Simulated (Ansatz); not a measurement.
NbS2. Total charge 0; doublet. Geometry r2SCAN-D4/def2-TZVP, that of the charge +1 singlet; atoms count from 1.

Cartesian coordinates in Å:
```
Nb -0.0939 -1.2374 0.4567
S 0.9333 0.7398 0.2820
S -0.8395 0.4975 -0.7388
```

In the def2 sets Nb takes a core potential; there is no spin–orbit coupling. The charge 0 doublet is spin-contaminated (final ⟨S²⟩ up to 1.63, 0.75 for a pure state). The structure comes from a short search, and lower isomers may exist.

(1) Estimate the Mulliken populations from the PBE0/def2-TZVP orbitals of Ansatz.

(2) Where does the spin sit?

(3) And the Mayer bond orders between bonded heavy atoms (over 0.3)?

Answers

(1) 
```csv
atom,charge (e),spin (α − β),d electrons
Nb1,0.54,1.06,3.59
S2,-0.27,-0.03,–
S3,-0.27,-0.03,–
```
Mulliken values and Mayer orders depend strongly on the basis.

(2) Summed by element: Nb 1.06, S -0.06, of 1 unpaired in all. Largest on single atoms: Nb1 1.06, S2 -0.03, S3 -0.03.

(3) Nb1–S2 1.30 (2.23 Å); Nb1–S3 1.30 (2.23 Å); S2–S3 1.14 (2.06 Å).
